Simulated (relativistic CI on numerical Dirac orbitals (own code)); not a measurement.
Hyperfine structure of Ti⁷⁺, mass number 47

Calculated at this level of theory: Dirac-Coulomb-Breit CI, orbitals from a KLI potential per configuration, QED by a radiative potential, unscaled Slater integrals (own radial code, finite nucleus).

CI space (outside the closed core [Ne]): 3s2 3p3, 3s 3p4, 3s2 3p2 3d, 3p5, 3s 3p3 3d, 3p4 3d, 3s 3p2 3d2, 3s2 3p2 4s, 3s2 3p2 4p, 3s2 3p 3d 4p, 3p4 4s, 3s2 3p2 4d, 3p4 4p, 3s2 3p 3d2, 3s2 3d3, 3s 3p 3d3, 3s2 3d2 4s, 3s2 3d2 4p, 3s2 3d2 4d, 3p3 3d2, 3p2 3d3, 3p2 3d2 4s, 3p2 3d2 4p, 3p2 3d2 4d, 3s2 3p 3d 4s, 3s 3p 3d2 4s, 3s2 3d 4s2, 3s2 3d 4s 4p, 3s2 3d 4s 4d. Double excitations out of closed p, d and f shells are left out; levels of such configurations are missing from the list, as are those of other unlisted configurations, and high levels can miss mixing partners.

Nuclear spin I = 5/2, μ = -0.78814 μN, Q = 0.302 b (tables of Stone and Pyykkö). The electronic factors are computed for point nuclear moments, without core polarisation or the Bohr-Weisskopf and QED corrections.

```json
{"Level": "3s2 3p3 2D°_3/2", "E (cm⁻¹)": "35864.4", "A (MHz)": "-693.2", "B (MHz)": "603"}
{"Level": "3s2 3p3 2D°_5/2", "E (cm⁻¹)": "36901.5", "A (MHz)": "-1173", "B (MHz)": "-9.82"}
{"Level": "3s2 3p3 2P°_1/2", "E (cm⁻¹)": "58147.3", "A (MHz)": "-3212", "B (MHz)": ""}
{"Level": "3s2 3p3 2P°_3/2", "E (cm⁻¹)": "59518.6", "A (MHz)": "-670", "B (MHz)": "-614"}
{"Level": "3s 3p4 4P_5/2", "E (cm⁻¹)": "193928.2", "A (MHz)": "-2698", "B (MHz)": "994"}
{"Level": "3s 3p4 4P_3/2", "E (cm⁻¹)": "197498.1", "A (MHz)": "-2577", "B (MHz)": "-790"}
{"Level": "3s 3p4 4P_1/2", "E (cm⁻¹)": "199347.0", "A (MHz)": "-5616", "B (MHz)": ""}
{"Level": "3s 3p4 2D_3/2", "E (cm⁻¹)": "243524.4", "A (MHz)": "662.6", "B (MHz)": "-1450"}
```

Levels with J = 0, under 50 % of one LS term, or S terms without an open s electron are left out. Small factors come from cancelling terms and can be off by tens of per cent or more.

At this charge configurations can still be misplaced by up to about 7 % of their energy. 9 of the 9 excited levels that our extract of the measured tables holds in this range could be paired (the sources list more); they are missed by 8622 cm⁻¹ on average and 15911 at most, and levels without a partner can miss by more. Some levels of the ground configuration have no partner and can miss by 10 % or more.

Task: Give the hyperfine levels of 3s2 3p3 2D°_5/2 relative to its centre of gravity.

Result: With K = F(F + 1) − I(I + 1) − J(J + 1), E = AK/2 + B[¾K(K + 1) − I(I + 1)J(J + 1)]/[2I(2I − 1)J(2J − 1)]: F = 0: 10260, F = 1: 9090, F = 2: 6747, F = 3: 3230, F = 4: -1463, F = 5: -7336 MHz.

LS names give the leading component of a level, which can be under half, so a name can repeat, a term be missing and a line seem to break the LS rules.
